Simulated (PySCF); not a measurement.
Gas-phase equilibrium of 1 mol HF, 2.3 mol H2O at 2500 K and 0.0100 bar, among 15 species (O2, F2, O, F, HO2, HOF, H2O, H, FO, H2O2, O3, HF, H2, F2O, OH). Only gases are allowed; each row takes one source of thermochemistry for all species, and Cantera finds the minimum.

Energies from PySCF (xtb for GFN2), thermal terms from the rigid-rotor harmonic-oscillator model, ideal gas at 1 bar. The comparison is the NASA 1993 polynomial table, which mixes measured and estimated data. † marks an energy on the PBE0/def2-TZVP geometry and frequencies; other levels use their own. CCSD(T) freezes the core. 6-31G* has spherical d functions here. Open shells (unrestricted) among the columns below: O2 (multiplicity 3), O (multiplicity 3, electronic degeneracy 9), F (multiplicity 2, electronic degeneracy 6), H (multiplicity 2), OH (multiplicity 2, electronic degeneracy 4); the rest are closed-shell singlets. GFN2 has no spin-polarisation term. Spin-orbit splitting is ignored; it lowers the true energy and changes the entropy of O, F, OH. CCSD(T) isn't extrapolated to the basis-set limit. The harmonic model lacks anharmonicity and excited electronic states, which grow with temperature; levels with a mode under 35 cm⁻¹ are left out. The table's entry may be an old estimate for OH (not checked at source).

Molecules larger than those listed are left out. Also missing: (HF)n, which can matter at low temperature or high pressure. Table species left out: FO2, H2F2, H3F3, H4F4.

Mole fractions:

| thermochemistry | x H2O | x H | x HF | x O | x H2 | x O2 | x F | x OH |
|---|---|---|---|---|---|---|---|---|
| table | 0.41 | 0.084 | 0.26 | 0.031 | 0.11 | 0.046 | 0.00040 | 0.063 |
| CCSD(T)/def2-SVP† | 0.15 | 0.21 | 0.20 | 0.13 | 0.18 | 0.058 | 0.0018 | 0.074 |
| GFN2-xTB | 0.68 | 0.0073 | 0.27 | 7.1e-8 | 0.015 | 0.0011 | 0.030 | 0.0026 |
| HF/6-31G* | 2.0e-6 | 0.60 | 0.0078 | 0.26 | 0.017 | 3.1e-8 | 0.11 | 0.00044 |
| M06-2X/def2-TZVP† | 0.31 | 0.12 | 0.24 | 0.035 | 0.15 | 0.070 | 0.00062 | 0.070 |
| PBE/def2-TZVP† | 0.22 | 0.19 | 0.23 | 0.0057 | 0.19 | 0.13 | 0.00025 | 0.033 |
| PBE0/def2-TZVP | 0.25 | 0.18 | 0.23 | 0.031 | 0.15 | 0.086 | 0.00071 | 0.073 |
The most sensitive of these is O2: it spans a factor of 10^6.6 over these rows; at this temperature one factor of ten is RT ln 10 = 48 kJ/mol.
